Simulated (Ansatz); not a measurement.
Relaxation of CH₃FSi₂ (7 atoms, charge 0, multiplicity 1), to a largest force component of 0.015 eV/Å in at most 40 steps.

All numbers below come from Ansatz, RKS B3LYP/def2-SVP.

```xyz
7
Properties=species:S:1:pos:R:3
C -1.047 1.562 -0.170
Si -0.516 0.063 0.588
Si 1.213 -1.217 0.000
F 1.431 -0.900 -1.593
H -0.742 1.858 -1.162
H -1.863 2.141 0.230
H 2.647 -1.175 0.336
```

Where does it end, and by what steps?

The forces met the threshold. After 23 steps the energy has fallen by 2.414 eV; H6 moved furthest, 1.62 Å. Joined: C1–Si3.

```
step  energy less start (eV)  largest force component (eV/Å)  accepted
   0                  0.0000                           2.633       yes
   1                 -0.9037                           1.283       yes
   2                 -1.1735                           1.840       yes
   3                 -1.4068                           0.841       yes
   4                 -1.5779                           0.878       yes
   5                 -1.6925                           0.972       yes
   6                 -1.7595                           0.361       yes
   7                 -1.7957                           0.502       yes
   8                 -1.8451                           0.482       yes
   9                 -1.9228                           0.571       yes
  10                 -2.0698                           0.412       yes
  11                 -2.2036                           0.817       yes
  12                 -2.2575                           0.364       yes
  13                 -2.2914                           0.679       yes
  14                 -2.3211                           0.875       yes
  15                 -2.3291                           1.430       yes
  16                 -2.3646                           0.806       yes
  17                 -2.3131                           0.761        no
  18                 -2.4069                           0.257       yes
  19                 -2.4109                           0.081       yes
  20                 -2.4129                           0.083       yes
  21                 -2.4135                           0.100       yes
  22                 -2.4141                           0.022       yes
  23                 -2.4141                           0.008       yes
```

```xyz
7
Properties=species:S:1:pos:R:3
C -0.366 1.059 -0.128
Si -1.332 -0.448 0.686
Si 0.808 -0.352 -0.290
F 1.218 -0.819 -1.804
H -1.000 1.113 -1.046
H -0.241 2.077 0.268
H 2.036 -0.298 0.543
```

Whether the end is a true minimum wasn't checked by a vibrational analysis.

The run took 58 s on 1 thread of Arm Neoverse V2, on a shared host, peak memory 0.14 GiB.
